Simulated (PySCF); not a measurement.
# Computed structure and properties of [LaF4]−

System: [LaF4]− (singlet); start: template (Td). Method: PySCF 2.14.0, RKS PBE0, La lcecp-1-SVP with ECP46, F def2-SVP; non-relativistic Hamiltonian with scalar-relativistic core potentials where named; density fitting; no spin-orbit coupling.

Input of the relaxation:

```python
mol = gto.M(atom='''
La     0.00000    -0.00000    -0.00000
F      1.26120     1.26120     1.26120
F     -1.26120    -1.26120     1.26120
F      1.26120    -1.26120    -1.26120
F     -1.26120     1.26120    -1.26120''',
    basis={'La': 'lcecp-1-SVP', 'F': 'def2-SVP'},
    ecp={'La': 'lcecp-1-SVP'},
    charge=-1, spin=0)
mf = dft.RKS(mol, xc='PBE0')
mf.grids.atom_grid = (50, 194)  # f atoms: unpruned, at least (60, 302)
mf = mf.density_fit()  # fitting sets: La AutoAux, F def2-universal-JKFIT
mf.conv_tol = 1e-08; mf.max_cycle = 55
mf.kernel(dm0)  # dm0: converged density of the start geometry
# quasi-Newton relaxation in Cartesian coordinates to a largest gradient under 0.00045 Eh/bohr, steps kept in the point group
```

Run from Python with OMP_NUM_THREADS=2; the lines above give its settings. Where DIIS fails, smearing, a level shift and second-order steps follow.
It took 7.8 s on 2 threads of Arm Neoverse V1 (shared host), from the converged density of the start.

Course of the relaxation:

```json
{"step": "0", "energy above end (eV)": "0.0048", "largest force component within the symmetry (eV/Å)": "0.117"}
{"step": "1", "energy above end (eV)": "0.0004", "largest force component within the symmetry (eV/Å)": "0.033"}
{"step": "2", "energy above end (eV)": "0.0000", "largest force component within the symmetry (eV/Å)": "0.000"}
```

Relaxed geometry (Td):

```xyz
5

La    0.0000    0.0000    0.0000
F     1.2677    1.2677    1.2677
F    -1.2677   -1.2677    1.2677
F     1.2677   -1.2677   -1.2677
F    -1.2677    1.2677   -1.2677
```

```tsv
contact	Å
La1–F2 (F)	2.196
La1–F3 (F)	2.196
La1–F4 (F)	2.196
La1–F5 (F)	2.196
```

On the finer grid (75, 302):

| Item | Value |
| --- | --- |
| HOMO | -4.62 eV |
| LUMO | 3.50 eV |
| Dipole about the centre of mass | 0.00 D |
| Set of Mulliken populations of La1 outside the core potential | s 2.11, p 6.30, d 1.33, f 0.11 |
| D3(BJ) dispersion energy (not in the energies) | -0.056 eV |

```tsv
atom	Mulliken (e)	Löwdin (e)	spin (e)
La1	1.14	0.73	0.00
F2	-0.54	-0.43	0.00
F3	-0.54	-0.43	0.00
F4	-0.54	-0.43	0.00
F5	-0.54	-0.43	0.00
```

The large-core potential holds the 4f shell empty.

On the grid (50, 194), as all that follows. Harmonic modes: a minimum; lowest 103 cm⁻¹ (negative: unstable), highest 504 cm⁻¹, zero-point energy 0.155 eV.

Taking off one F (charge -1, singlet; the rest: singlet) in vacuum, both parts rigid, costs 6.28 eV; the small basis without counterpoise inflates it.

Rigid scan of F along the line from its metal:

(distance to F2 (Å), energy (eV)): (1.90, 1.000), (2.00, 0.380), (2.10, 0.082), (2.20, 0.000), (2.30, 0.065), (2.40, 0.221), (2.60, 0.686), (2.90, 1.490), (3.30, 2.464), (3.80, 3.354)

One start shape was tried, so this needn't be the lowest isomer.
